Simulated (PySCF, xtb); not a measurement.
B(Br)2(NH2) (BBr2H2N), SMILES B(Br)(Br)N. One conformer was computed; it need not be the lowest.

Harmonic wavenumbers (cm⁻¹) from GFN2-xTB (xtb) at its own minimum, in rising order: 156, 262, 375, 417, 524, 647, 657, 958, 1331, 1517, 3478, 3509.

**Question.** What does PBE-D3(BJ)/def2-SVP run with PySCF give at its own minimum? (An estimate is asked for; the answer gives what the named calculation found.)

**Answer.** 162, 271, 416, 424, 510, 552, 684, 998, 1320, 1527, 3510, 3621. Paired by order, the mean absolute difference is 34 cm⁻¹ and the zero-point energies are 19.8 and 20.0 kcal/mol.
